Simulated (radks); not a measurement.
Species: Te4+. Configuration: [Kr] 4d10 5s1 6s1 (not the ground configuration). Method: Dirac Kohn-Sham, PBEsol, spin-unpolarised, spherical densities, finite nucleus; Fermi nuclear charge, rms radius 4.7423 fm; computed with a radial shooting solver on a logarithmic mesh with Libxc functionals.

Spin-orbit splittings of the eigenvalues, e(l+1/2) - e(l-1/2), with zeta = 2 splitting/(2l+1) and mean radii in bohr:

shell  occ.  splitting (eV)  zeta (eV)  <r> j=l-1/2  <r> j=l+1/2
2p        6           274.3      182.9       0.1008       0.1064
3p        6           51.13      34.08       0.3123       0.3238
3d       10           10.70      4.279       0.2947       0.2983
4p        6           9.789      6.526       0.7995       0.8277
4d       10           1.509     0.6038       0.9480       0.9589
